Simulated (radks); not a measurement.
The nuclear charge of the germanium ion Ge2+ is varied continuously with 30 electrons held in [Ar] 3d10 4s2. Calculated with a radial shooting solver on a logarithmic mesh with Libxc functionals: Dirac Kohn-Sham, LDA (Slater exchange, Perdew-Wang correlation), spin-unpolarised, spherical densities, point nucleus. By the Hellmann-Feynman theorem dE/dZ = E(electron-nucleus)/Z, the electronic potential at the nucleus.

Z     E (hartree)  E(electron-nucleus)/Z (hartree)   HOMO  e(HOMO) (eV)  <r> HOMO (bohr)
31.6  -2032.69391                         -154.809  4s1/2       -24.156            2.029
31.8  -2063.78652                         -156.117  4s1/2       -26.846            1.979
32    -2095.14071                         -157.425  4s1/2       -29.628            1.933
32.2  -2126.75642                         -158.732  4s1/2       -32.500            1.889
32.4  -2158.63362                         -160.040  4s1/2       -35.459            1.848
32.6  -2190.77230                         -161.347  4s1/2       -38.506            1.809
32.8  -2223.17247                         -162.655  4s1/2       -41.638            1.772
33    -2255.83415                         -163.962  4s1/2       -44.855            1.737

The central difference of E at Z = 32 is -157.425 hartree, to compare with the third column; the second derivative is -6.54 hartree.
